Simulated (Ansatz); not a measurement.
`CC(C)[O][Sn][OH]` + `COC` → `C[O][Sn][OH]` + `COC(C)C`  (formal exchange of groups at the Sn–O bond)

Gas-phase electronic energies from Ansatz, PBE0-D4/def2-TZVP geometries. CCSD(T)/CBS adds triple-zeta CCSD(T) − MP2 to the extrapolated MP2 energy (def2 sets, frozen cores). Elements past krypton have def2 core potentials. For Sn outer-core shells are correlated without core-valence functions, which leaves a few kJ/mol of doubt a bond. Each species was taken in one conformer, which may not be the lowest.

`CC(C)[O][Sn][OH]`:

Cartesian coordinates in Å:
```
C -0.507 -0.385 -0.949
C 0.769 -0.156 -0.157
C 1.240 1.283 -0.271
O 0.653 -0.496 1.200
Sn -0.598 -0.973 2.646
O -2.339 -1.122 1.709
H -0.340 -0.189 -2.011
H -1.298 0.293 -0.610
H -0.848 -1.419 -0.850
H 1.549 -0.806 -0.582
H 1.433 1.552 -1.313
H 0.478 1.961 0.125
H 2.157 1.426 0.302
H -2.347 -0.970 0.761
```

`COC`:

Cartesian coordinates in Å:
```
C 0.187 0.366 1.086
O 0.738 -0.379 0.037
C -0.101 -0.411 -1.082
H 0.015 1.412 0.792
H 0.895 0.345 1.915
H -0.770 -0.057 1.424
H -0.286 0.599 -1.478
H 0.393 -1.006 -1.850
H -1.072 -0.869 -0.846
```

`C[O][Sn][OH]`:

Z-matrix (Å, degrees):
```
C
O 1 1.399
H 1 1.099 2 112.4
H 1 1.095 2 109.2 3 119.0
H 1 1.099 2 112.4 3 -121.9
Sn 2 1.982 1 127.1 3 60.9
O 6 1.980 2 98.4 1 0.0
H 7 0.961 6 117.1 2 -0.0
```

`COC(C)C`:

```xyz
15

C     1.298    1.563   -0.097
O     0.894    0.329   -0.617
C    -0.010   -0.385    0.204
C    -1.391    0.248    0.219
C    -0.046   -1.801   -0.326
H     0.484    2.299   -0.070
H     1.701    1.457    0.921
H     2.086    1.946   -0.746
H     0.388   -0.395    1.232
H    -2.070   -0.340    0.841
H    -1.797    0.286   -0.795
H    -1.372    1.262    0.622
H    -0.700   -2.426    0.286
H    -0.421   -1.809   -1.352
H     0.955   -2.235   -0.324
```

```json
{"species": "`CC(C)[O][Sn][OH]`", "SCS-MP2/def2-QZVPP energy (Eh)": "-483.05740"}
{"species": "`COC`", "SCS-MP2/def2-QZVPP energy (Eh)": "-154.78434"}
{"species": "`C[O][Sn][OH]`", "SCS-MP2/def2-QZVPP energy (Eh)": "-404.57583"}
{"species": "`COC(C)C`", "SCS-MP2/def2-QZVPP energy (Eh)": "-233.26617"}
```

Work out ΔE.

ΔE = (-404.57583) + (-233.26617) − (-483.05740) − (-154.78434) = -0.00026 Eh = -0.7 kJ/mol. CCSD(T)/CBS gives -0.6 kJ/mol.

Largest T1 diagnostic among the species: 0.017.

The D4 term adds +3.1 kJ/mol with B3LYP and +1.9 kJ/mol with PBE0; it sums over pairs of atoms, weighted by their polarisabilities, and B3LYP, whose exchange is more repulsive, gets the larger term.

B3LYP here is the variant with VWN-RPA as its local correlation; programs differ in this.
